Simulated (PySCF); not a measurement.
**Polarisability and C₆ of Zn⁺ (zinc, charge +1)**

[Ar] 3d10 4s1, 2S determinant. Calculation: PySCF 2.14, in aug-cc-pVTZ-PP with one added diffuse shell each of s, p, d, f, g type with ECP10MDF (7s7p6d4f3g, 113 functions); a scalar-relativistic core potential. Coupled (time-dependent) response in atomic units; α is the mean over directions.

```json
{"method": "UHF", "mean α (bohr³)": "24.19", "C₆ (like pair)": "105.8", "S(−4)": "548.7"}
{"method": "PBE", "mean α (bohr³)": "17.18", "C₆ (like pair)": "72.77", "S(−4)": "230.9"}
{"method": "PBE0", "mean α (bohr³)": "18.42", "C₆ (like pair)": "77.87", "S(−4)": "280.3"}
```

S(−4) is the Cauchy moment in α(ω) = α(0) + S(−4) ω² + …

α(iu) at PBE0:

| u (hartree) | α(iu) (bohr³) |
| --- | --- |
| 0 | 18.42 |
| 0.0500 | 17.75 |
| 0.100 | 16.05 |
| 0.200 | 11.89 |
| 0.300 | 8.691 |
| 0.500 | 5.253 |
| 0.750 | 3.402 |
| 1.00 | 2.492 |
| 1.50 | 1.603 |
| 2.00 | 1.163 |
| 3.00 | 0.7219 |
| 5.00 | 0.3721 |

For an ion, C₆ is the dispersion term alone; charge-induced terms of lower order in 1/R come first.

Energies and moments cover only the electrons outside the core potential.
